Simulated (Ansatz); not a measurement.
`F[SiH2]F` + `SS` → `F[SiH2]SS` + H–F at 500 K and 1 bar (ligand exchange at the Si–F bond).

Gas-phase electronic energies from Ansatz, PBE0-D4/def2-TZVP geometries. CBS: MP2 limit from def2 TZ/QZ plus the TZ coupled-cluster correction, frozen cores. This one scheme is used for every species. Each species was taken in one conformer, which may not be the lowest.

```
    species  CCSD(T)/CBS energy (Eh)  H − E (kJ/mol)  S (J/(mol·K))
 `F[SiH2]F`               -489.99391            85.3          295.3
       `SS`               -796.74576            70.8          278.5
`F[SiH2]SS`              -1186.31147           122.7          382.7
        H–F               -100.39570            39.4          188.7
```

H − E and S are ideal-gas, rigid-rotor, harmonic terms from PBE0-D4/def2-TZVP, for one conformer and one mirror image of each species. 1 Eh = 2625.50 kJ/mol, R = 8.31446 J/(mol·K).

**Question.** By hand: ΔE, ΔH, ΔS and ΔG.

**Answer.** ΔE = (-1186.31147) + (-100.39570) − (-489.99391) − (-796.74576) = 0.03250 Eh = 85.3 kJ/mol. Δ(H − E) = 122.7 + 39.4 − 85.3 − 70.8 = 6.0, so ΔH = 91.3 kJ/mol. ΔS = 382.7 + 188.7 − 295.3 − 278.5 = -2.4 J/(mol·K). ΔG = 91.3 − 500 × (-2.4)/1000 = 92.5 kJ/mol.

**Question.** By hand: the equilibrium constant, and the temperature at which ΔG would vanish if ΔH and ΔS stayed fixed.

**Answer.** log₁₀ K = −ΔG/(RT ln 10) = -9.7. ΔH and −TΔS have one sign here, so there is no such temperature. One of them is within its doubt of zero, so this could turn.

The number of gas molecules stays the same, so ΔS is small and ΔH decides. A doubt of 5 kJ/mol in ΔE shifts log₁₀ K by 0.5 here. Other conformers and mirror images would add mixing entropy, several J/(mol·K) or more a flexible species. These are equilibria of isolated gas molecules and say nothing of rates. Largest T1 diagnostic: 0.012 (customary marks: 0.02 for closed shells, 0.045 for open ones).
